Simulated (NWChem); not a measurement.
System: SiHSeF₃; SMILES F[Si](F)(F)[SeH]

Input file for NWChem:

```
start job
memory heap 200 mb stack 900 mb global 1100 mb
geometry units angstroms noautoz
  F      0.735751     1.434064    -1.273600
  Si    -0.008931     0.813143    -0.000078
  F      0.727777     1.434268     1.277974
  F     -1.523531     1.324856    -0.004784
  Se    -0.046173    -1.417344    -0.000121
  H      1.425546    -1.470208     0.003601
end
basis spherical
  * library 6-31g*
end
dft
  xc slater vwn_5
  iterations 150
end
tddft
  nroots 8
  notriplet
end
task tddft energy
```

NWChem printed, in part:

```
             Northwest Computational Chemistry Package (NWChem) 7.3.0
             --------------------------------------------------------

 CS  symmetry detected

                             Geometry "geometry" -> ""
                             -------------------------

 Output coordinates in angstroms (scale by  1.889725989 to convert to a.u.)

  No.       Tag          Charge          X              Y              Z
 ---- ---------------- ---------- -------------- -------------- --------------
    1 F                    9.0000     0.71559544     1.45473831    -1.27579288
    2 Si                  14.0000    -0.01347325     0.82010269     0.00000000
    3 F                    9.0000     0.71559544     1.45473831     1.27579288
    4 F                    9.0000    -1.53729825     1.30367448     0.00000000
    5 Se                  34.0000    -0.00939596    -1.41069148     0.00000000
    6 H                    1.0000     1.46305441    -1.43628726     0.00000000

 Effective nuclear repulsion energy (a.u.)     459.4419265910

      Symmetry information
      --------------------

 Group name             Cs
 Group number              2
 Group order               2
 No. of unique centers     5

                                 NWChem DFT Module
                                 -----------------

 Summary of "ao basis" -> "ao basis" (spherical)
 ------------------------------------------------------------------------------
       Tag                 Description            Shells   Functions and Types
 ---------------- ------------------------------  ------  ---------------------
 F                           6-31g*                  6       14   3s2p1d
 Si                          6-31g*                  8       18   4s3p1d
 Se                          6-31g*                 12       32   5s4p3d
 H                           6-31g*                  2        2   2s

      Symmetry analysis of basis
      --------------------------

        a'         61
        a"         33

[...]

                                NWChem TDDFT Module
                                -------------------

            General Information
            -------------------
           No. of orbitals :     188
            Alpha orbitals :      94
             Beta orbitals :      94
        Alpha frozen cores :       0
         Beta frozen cores :       0
     Alpha frozen virtuals :       0
      Beta frozen virtuals :       0
         Spin multiplicity :       1
    Number of AO functions :      94
        Use of symmetry is : off
      Symmetry adaption is : on
         Schwarz screening :  0.10D-07

              XC Information
              --------------
                 Slater Exchange Functional   1.00 local
               VWN V Correlation Functional   1.00 local

             TDDFT Information
             -----------------
          Calculation type : TDDFT
         Wavefunction type : Restricted singlets
          No. of electrons :      76
           Alpha electrons :      38
            Beta electrons :      38
              No. of roots :       8
          Max subspacesize :    5600
            Max iterations :     100
               Target root :       1
           Target symmetry : none
      Symmetry restriction : off
                 Algorithm : Optimal
        Davidson threshold :  0.10D-03

    8 smallest eigenvalue differences (eV)
--------------------------------------------------------
  No. Spin  Occ  Vir  Irrep   E(Occ)    E(Vir)   E(Diff)
--------------------------------------------------------
    1    1   38   39 a"       -0.250    -0.050     5.435
    2    1   38   40 a"       -0.250    -0.036     5.822
    3    1   38   41 a"       -0.250     0.023     7.422
    4    1   37   39 a'       -0.327    -0.050     7.527
    5    1   38   42 a'       -0.250     0.030     7.627
    6    1   37   40 a'       -0.327    -0.036     7.914
    7    1   38   43 a"       -0.250     0.056     8.340
    8    1   36   39 a"       -0.363    -0.050     8.511
--------------------------------------------------------

  Entering Davidson iterations
  Restricted singlet excited states

  Iter   NTrls   NConv    DeltaV     DeltaE      Time
  ----  ------  ------  ---------  ---------  ---------
    1      8       0     0.30E+00   0.10+100        7.5
    2     16       0     0.20E+00   0.16E-01        7.6
    3     32       0     0.50E-01   0.38E-01        9.0
    4     48       0     0.15E-01   0.77E-03        9.0
    5     64       0     0.69E-02   0.11E-03        9.0
    6     80       2     0.38E-02   0.14E-04        8.9
    7     92       3     0.26E-02   0.23E-05        8.3
    8    102       4     0.15E-02   0.11E-05        8.0
    9    110       6     0.34E-01   0.73E-03        7.6
   10    114       6     0.12E-01   0.40E-03        6.7
   11    118       6     0.52E-02   0.57E-04        6.7
   12    122       7     0.27E-02   0.89E-05        6.7
   13    124       7     0.13E-02   0.17E-05        6.1
   14    126       7     0.64E-03   0.35E-06        6.1
   15    128       7     0.33E-03   0.67E-07        6.2
   16    130       7     0.16E-03   0.13E-07        6.1
   17    132       8     0.96E-04   0.26E-08        6.1
  ----  ------  ------  ---------  ---------  ---------
  Convergence criterion met

  Ground state a'      -2984.606320769588 a.u.

[...]
```

Level: LDA (Slater exchange, VWN5)/6-31G* (spherical d), full TDDFT. Geometry: optimised at PBE0/def2-SVP.
